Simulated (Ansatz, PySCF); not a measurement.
CH₂Cl (SMILES [CH2]Cl), doublet, at a GFN2-xTB geometry. Base run: R2SCAN/STO-3G in PySCF.

The PySCF input:
```python
from pyscf import gto, scf, dft

mol = gto.M(
    atom='''
C    -1.098627    0.003037   -0.023013
Cl    0.576869   -0.001595    0.012084
H    -1.604785    0.945302   -0.039270
H    -1.610222   -0.936413   -0.028077
''',
    basis='sto-3g',
    charge=0,
    spin=1,
    verbose=4,
)

mf = dft.UKS(mol)
mf.xc = 'r2scan'
mf.kernel()
```

The same geometry, method and basis name were run in Ansatz (a program for electronic structure) and PySCF, at each program's defaults and at the settings that a row names. The base is PySCF at its defaults. Differences at the defaults can come from grids, fitting, cores and function types together.

```csv
code and settings,ΔE vs base (mEh),basis functions,E (Eh),SCF cycles,dipole (D)
"PySCF, defaults (exact integrals, its default grid, spherical functions)",0.000,16,-493.90638,8,1.38
"Ansatz, defaults (factorised integrals, its default grid, spherical functions)",0.170,16,-493.90621,-,-
"PySCF, density fitting with def2-universal-jkfit",-1.135,16,-493.90752,8,1.38
"PySCF, fine grid",0.180,16,-493.90620,8,1.38
"Ansatz, high accuracy",0.169,16,-493.90621,-,-
```

Open shells are given as the SCF converged; they aren't shown to be the lowest states, and a large step between rows can be another state.
